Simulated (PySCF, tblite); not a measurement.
Isomers of C4H13NOSi3. Computed values, GFN2-xTB/tblite, gas phase, harmonic and unscaled. Errors from tens to a few hundred cm⁻¹ against measured bands are possible. Modes of hydrogen on silicon can be 10 to 20 % off. One conformer each.

Electronic energies: PBE0/pcSseg-1 single points on the GFN2-xTB geometries (PySCF, gas phase).

```tsv
SMILES	electronic energy, lowest = 0 (kJ/mol)
C=C(C=O)[Si@](N)([SiH3])[SiH2]C	328.2
CC[SiH2]O[Si@@H]1C=C[SiH2]N1	0.0
C#C[SiH2]O[Si](C)(C)N[SiH3]	105.8
NC(=O)[Si@@H]1C[C@H](C[SiH3])[SiH2]1	357.3
C#C[SiH2]O[Si@](C)([SiH3])NC	236.4
```

Task: How do GFN2-xTB zero-point energies change the relative energies?

Result: 
```
                              SMILES  ZPE (kJ/mol)  of it from modes above 1550 cm⁻¹  electronic (kJ/mol)  with ZPE, lowest = 0 (kJ/mol)  lowest mode (cm⁻¹)  rings
        CC[SiH2]O[Si@@H]1C=C[SiH2]N1         416.3                             223.2                  0.0                            0.0                  7i      1
         C#C[SiH2]O[Si](C)(C)N[SiH3]         400.8                             230.0                105.8                           90.4                  4i      0
        C#C[SiH2]O[Si@](C)([SiH3])NC         403.2                             227.7                236.4                          223.3                   3      0
     C=C(C=O)[Si@](N)([SiH3])[SiH2]C         401.0                             235.0                328.2                          313.0                  24      0
NC(=O)[Si@@H]1C[C@H](C[SiH3])[SiH2]1         406.7                             219.9                357.3                          347.7                  19      1
```

The zero-point energies span 15.5 kJ/mol, from `C#C[SiH2]O[Si](C)(C)N[SiH3]` to `CC[SiH2]O[Si@@H]1C=C[SiH2]N1`. Slightly imaginary modes are left out of the zero-point energy: `CC[SiH2]O[Si@@H]1C=C[SiH2]N1` 6.9i cm⁻¹ and `C#C[SiH2]O[Si](C)(C)N[SiH3]` 4.3i cm⁻¹. The order is unchanged.

Task: And how do the electronic energies of GFN2-xTB itself compare?

Result: `CC[SiH2]O[Si@@H]1C=C[SiH2]N1` 0.0; `C#C[SiH2]O[Si](C)(C)N[SiH3]` 103.9; `C#C[SiH2]O[Si@](C)([SiH3])NC` 203.9; `C=C(C=O)[Si@](N)([SiH3])[SiH2]C` 464.3; `NC(=O)[Si@@H]1C[C@H](C[SiH3])[SiH2]1` 430.2 kJ/mol, lowest = 0. Against the energies above, taken from the same isomer `CC[SiH2]O[Si@@H]1C=C[SiH2]N1`, the largest difference is 136.1 kJ/mol.
